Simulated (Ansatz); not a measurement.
CH8FNSi2 (`N[SiH](F)C[SiH3]`), relaxed with RKS PBE0-D4/def2-TZVP in the Gaussian-basis code of Ansatz from a PBE-D4/def2-SVP geometry. The force threshold is 0.005 eV/Å; the program also tests the step.

Charge 0, multiplicity 1.

Start:

```xyz
13

N    -0.011   -1.008    1.611
Si    0.524    0.562    1.127
F     0.092    1.760    2.178
C    -0.237    0.958   -0.540
Si   -0.212   -0.496   -1.757
H    -1.000   -1.259    1.538
H     0.427   -1.485    2.403
H     2.022    0.552    1.120
H     0.304    1.823   -0.981
H    -1.288    1.290   -0.395
H     1.158   -1.115   -1.818
H    -1.201   -1.552   -1.345
H    -0.578   -0.030   -3.143
```

Task: How much energy does the relaxation release, and in how many steps? (An estimate is asked.)

Result: Ansatz gave: 7.98 kJ/mol, in 11 steps.

Task: Which bonds change most? (Best estimate.)

Result: Ansatz gave: Si2–F3 from 1.652 to 1.608 Å; N1–Si2 from 1.728 to 1.700 Å; C4–Si5 from 1.896 to 1.874 Å; Si2–C4 from 1.874 to 1.853 Å.

Task: Give the relaxed structure. (Best estimate.)

Result: Computed: 
```xyz
13

N    -0.063   -0.958    1.672
Si    0.519    0.536    1.108
F     0.210    1.761    2.103
C    -0.265    0.927   -0.525
Si   -0.181   -0.473   -1.768
H    -1.030   -1.224    1.581
H     0.384   -1.444    2.432
H     1.996    0.450    1.045
H     0.228    1.813   -0.940
H    -1.314    1.201   -0.366
H     1.194   -1.033   -1.836
H    -1.119   -1.559   -1.380
H    -0.558    0.005   -3.126
```
